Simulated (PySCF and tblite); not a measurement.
The numbers below are computed, except where a source is named.
Molecule: tetrahydrofuran-3-carboxylic acid, C5H8O3, numbered as in [O:1]=[C:2]([OH:3])[C@@H:4]1[CH2:5][CH2:6][O:7][CH2:8]1.

The ring 4–5–6–7–8 is held at Altona–Sundaralingam phase angles P (ν_j = ν_max cos(P + 144°(j − 2)), ν_j about the bond from ring atom j to j + 1, counted from 0) and the rest relaxed at GFN2-xTB. Energies: BP86/pcSseg-1 + D3(BJ). Programs: tblite and PySCF.

GFN2-xTB profile:

(phase angle P °, kcal/mol): (0, 0.16), (18, 0.00), (36, 0.06), (54, 0.19), (72, 0.40), (90, 0.59), (108, 0.74), (126, 0.79), (144, 0.72), (162, 0.46), (180, 0.24), (198, 0.08), (216, 0.24), (234, 0.50), (252, 0.68), (270, 0.76), (288, 0.78), (306, 0.72), (324, 0.57), (342, 0.36)

(1) Give the DFT energy and dipole along the phase angle P.

(2) How free is the pseudorotation?

Answers

(1) 
```
phase angle P °  E kcal/mol  dipole D  amplitude °
              0        0.00      1.35           40
             36        0.09      1.24           41
             72        0.54      1.60           39
            108        0.83      1.97           36
            144        0.80      2.24           38
            180        0.26      2.19           39
            216        0.12      2.03           39
            252        0.31      1.99           36
            288        0.62      1.94           35
            324        0.54      1.74           38
```

(2) The sampled points span 0.83 kcal/mol, from P = 0° to P = 108°; RT at 298 K is 0.59 kcal/mol, so it is hindered but fast.
